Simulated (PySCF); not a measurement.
H₅N₂O₂Ta, SMILES [NH]=[Ta]([NH2])([OH])[OH], multiplicity 1. Heavy atoms are numbered as in [Ta:1](=[NH:2])([OH:4])([OH:6])[NH2:8]. Hydrogens are named by the atom that carries them.

Geometry: PBE0-D3(BJ)/def2-SVP. The multiplicity is an assumed one; no other spin state was optimised. The structure was generated by enumeration; whether it is a known compound was not checked. The def2 effective core potentials stand for the cores of Ta; spin–orbit coupling is left out. Other conformers were not sampled.

Method: PySCF with PBE/def2-TZVP.

ESP charges are fitted to the potential on shells at 1.4 to 2.0 van der Waals radii. Atomic charges (e), one atom of each kind:

| atom | ESP fit | Löwdin |
|---|---|---|
| Ta1 | 1.56 | 0.59 |
| N2 (NH) | -1.08 | -0.38 |
| H on N2 | 0.46 | 0.13 |
| O4 (OH) | ___ | -0.29 |
| H on O4 | ___ | 0.16 |
| N8 (NH2) | -1.10 | -0.38 |
| H on N8 | ___ | 0.15 |

Problem. What belongs in the gaps? (Estimate from the structure and the level; the computed values follow.)

Solution. 
- O4 (OH), ESP fit: -0.72
- H on O4, ESP fit: 0.40
- H on N8, ESP fit: 0.40
